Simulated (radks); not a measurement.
Values are calculated unless marked as measured or tabulated.
Task: All-electron atom: W4+ in [Xe] 4f14 5d2. Code: a radial shooting solver on a logarithmic mesh with Libxc functionals. Model: scalar-relativistic Kohn-Sham, r2SCAN, spin-polarised, spherical densities, finite nucleus; open shells are filled with parallel spins first (spin-orbit coupling, left out, can overturn this in heavy ions); meta-GGA in the generalised Kohn-Sham scheme; Fermi nuclear charge, rms radius 5.3658 fm. Some entries of the table are withheld. Estimate them.

orbital  occ.  eigenvalue (hartree)  <1/r> (bohr^-1)  <r^2> (bohr^2)
1s down     1             -2557.994            87.05       0.0004632
1s up       1             -2557.994            87.05       0.0004632
2s up       1             -443.7983            20.37        0.007119
2s down     1             -443.7915            20.37        0.007119
2p up       3             -388.2555            18.45        0.005893
2p down     3             -388.2504            18.45        0.005893
3s up       1             -103.8058            7.555         0.04613
3s down     1             -103.8057            7.555         0.04612
3p up       3             -87.27914            6.969         0.04693
3p down     3             -87.27858            6.969         0.04692
3d up       5             -68.23246            6.575         0.03899
3d down     5             -68.22906            6.575         0.03899
4s up       1             -22.89631            3.199          0.2281
4s down     1             -22.89187            3.199          0.2282
4p up       3             -17.45135            2.909          0.2596
4p down     3             -17.44763            2.909          0.2596
4d up       5             -10.51297            2.588          0.3030
4d down     5             -10.50835            2.588          0.3029
5s up       1              -4.57793            1.252           1.272
5s down     1              -4.53235            1.261           1.256
5p up       3                   (1)            1.067           1.692
5p down     3                   (2)            1.078           1.662
4f up       7              -2.83830              (3)          0.4594
4f down     7              -2.82723              (4)          0.4520
5d up       2              -1.62780           0.7759           3.102
5d down     0              -1.52906           0.7876           3.059
6s up       0                   (5)           0.5304           6.632
6s down     0                   (6)           0.5178           6.949
6p up       0              -1.06121           0.4423           9.368

Result: 
(1) 5p up eigenvalue (hartree): -3.22130
(2) 5p down eigenvalue (hartree): -3.15656
(3) 4f up <1/r> (bohr^-1): 2.086
(4) 4f down <1/r> (bohr^-1): 2.093
(5) 6s up eigenvalue (hartree): -1.39300
(6) 6s down eigenvalue (hartree): -1.28966
